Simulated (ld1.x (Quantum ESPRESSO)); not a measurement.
## PBE TM dataset for Sr (Z = 38), scalar-relativistic all-electron reference.

Input for ld1.x (Quantum ESPRESSO) 7.5:

```
&input
   title='Sr', zed=38., rel=1, dft='PBE', iswitch=3,
   config='[Kr] 4d0 5s2 5p0',
   nld=3, rlderiv=3.70, eminld=-5.0, emaxld=5.0, deld=0.02
 /
 &inputp
   pseudotype=2, tm=.true., lloc=1,
   nlcc=.false.,
   file_pseudopw='Sr.UPF', file_wfcaegen='ae.wfc', file_wfcncgen='nc.wfc', file_beta='beta', file_chi='chi'
 /
3
4S  1  0   2.00   0.00  2.30  2.30  0.0
4D  3  2   0.00   0.00  3.40  3.40  0.0
4P  2  1   6.00   0.00  1.50  1.50  0.0
 &test
   configts(1)='4s2 4p6 4d0 5s2 5p0'
 /
```

Command:

```bash
ld1.x < Sr.in > Sr.out
```

Output (shortened: banner, matrices, multipoles, cross overlaps and the repeated all-electron block are left out):

```
Program LD1 v.7.5
     --------------------------- All-electron run ----------------------------

     Sr
     scalar relativistic calculation

     atomic number is 38.00
     dft =PBE   lsd =0 sic =0 latt =0  beta=0.20 tr2=1.0E-14
     Exchange-correlation= PBE
                           (   1   4   3   4   0   0   0)
     mesh =1221 r(mesh) = 100.72700 a.u. xmin = -7.00 dx = 0.01250
     1 Ry =  13.60569312 eV, c = 137.03599908

     n l     nl                  e(Ry)          e(Ha)          e(eV)
     1 0     1S 1( 2.00)     -1171.3786      -585.6893    -15937.4181
     2 0     2S 1( 2.00)      -158.6122       -79.3061     -2158.0285
     2 1     2P 1( 6.00)      -140.9331       -70.4665     -1917.4921
     3 0     3S 1( 2.00)       -24.5324       -12.2662      -333.7798
     3 1     3P 1( 6.00)       -18.8270        -9.4135      -256.1538
     4 0     4S 1( 2.00)        -3.0061        -1.5030       -40.9001
     4 1     4P 1( 6.00)        -1.6774        -0.8387       -22.8219
     3 2     3D 1(10.00)        -9.4090        -4.7045      -128.0157
     4 2     4D 1( 0.00)        -0.0942        -0.0471        -1.2814
     5 0     5S 1( 2.00)        -0.2592        -0.1296        -3.5260
     5 1     5P 1( 0.00)        -0.0944        -0.0472        -1.2843

     final scf error:  6.2E-15 reached in  32 iterations

     Etot =   -6358.990249 Ry,   -3179.495124 Ha,  -86518.469900 eV

     Ekin =    6521.055645 Ry,    3260.527822 Ha,   88723.481941 eV
     Encl =  -15314.343636 Ry,   -7657.171818 Ha, -208362.259894 eV
     Eh   =    2644.142363 Ry,    1322.071181 Ha,   35975.389561 eV
     Exc  =    -209.844620 Ry,    -104.922310 Ha,   -2855.081508 eV

     normalization and overlap integrals

     s(1S/1S) =  1.000000  <r> =   0.0392  <r2> =    0.0021  r(max) =   0.0257
     s(2S/2S) =  1.000000  <r> =   0.1725  <r2> =    0.0351  r(max) =   0.1459
     s(2P/2P) =  1.000000  <r> =   0.1504  <r2> =    0.0277  r(max) =   0.1165
     s(3S/3S) =  1.000000  <r> =   0.4920  <r2> =    0.2779  r(max) =   0.4382
     s(3P/3P) =  1.000000  <r> =   0.4985  <r2> =    0.2901  r(max) =   0.4328
     s(4S/4S) =  1.000000  <r> =   1.3570  <r2> =    2.0936  r(max) =   1.1911
     s(4P/4P) =  1.000000  <r> =   1.5674  <r2> =    2.8342  r(max) =   1.3330
     s(3D/3D) =  1.000000  <r> =   0.4983  <r2> =    0.3028  r(max) =   0.3772
     s(4D/4D) =  1.000000  <r> =   3.5366  <r2> =   16.3130  r(max) =   2.1168
     s(5S/5S) =  1.000000  <r> =   4.3329  <r2> =   21.4037  r(max) =   3.7151
     s(5P/5P) =  1.000000  <r> =   5.9219  <r2> =   40.4549  r(max) =   4.8303

     ------------------------ End of All-electron run ------------------------

     --------------------- Generating NC pseudopotential ---------------------

      Generating local pot.: lloc=1, matching radius rcloc =   1.5000

      Wfc   4S  rcut= 2.310  Using Troullier-Martins method

      Wfc   4D  rcut= 3.362  Using Troullier-Martins method

     ------------------- End of pseudopotential generation -------------------

     Computing logarithmic derivative in   3.69206
     Computing logarithmic derivative in   3.69206
     Computing the partial wave expansion
     R is outside the sphere for l=    0 j= 0.00
       no projector for channel:   1
     R is outside the sphere for l=    2 j= 0.00

     ---------------------- Testing the pseudopotential ----------------------

     Sr
     scalar relativistic calculation

     atomic number is 38.00   valence charge is 10.00
     dft =PBE   lsd =0 sic =0 latt =0  beta=0.20 tr2=1.0E-14
     mesh =1221 r(mesh) = 100.72700 xmin = -7.00 dx = 0.01250

     n l     nl             e AE (Ry)        e PS (Ry)    De AE-PS (Ry)
     1 0     4S   1( 2.00)       -3.00610       -3.00610       -0.00000
     2 1     4P   1( 6.00)       -1.67738       -1.67740        0.00002
     3 2     4D   1( 0.00)       -0.09418       -0.09418       -0.00000
     2 0     5S   1( 2.00)       -0.25916       -0.27803        0.01887  !
     3 1     5P   1( 0.00)       -0.09440       -0.09472        0.00032

     eps = 2.1E-15  iter = 12

     Etot =   -6358.990249 Ry,   -3179.495124 Ha,  -86518.469900 eV
     Etotps =   -62.250830 Ry,     -31.125415 Ha,    -846.965692 eV

     Ekin =      17.139708 Ry,       8.569854 Ha,     233.197609 eV
     Encl =    -119.617271 Ry,     -59.808635 Ha,   -1627.475879 eV
     Ehrt =      48.107330 Ry,      24.053665 Ha,     654.533571 eV
     Ecxc =      -8.384482 Ry,      -4.192241 Ha,    -114.076689 eV
     Epseu=       0.503884 Ry,       0.251942 Ha,       6.855696 eV

     ---------------------- End of pseudopotential test ----------------------
```

Generation and configuration tests took about 2.1 s on one core of a shared server CPU.
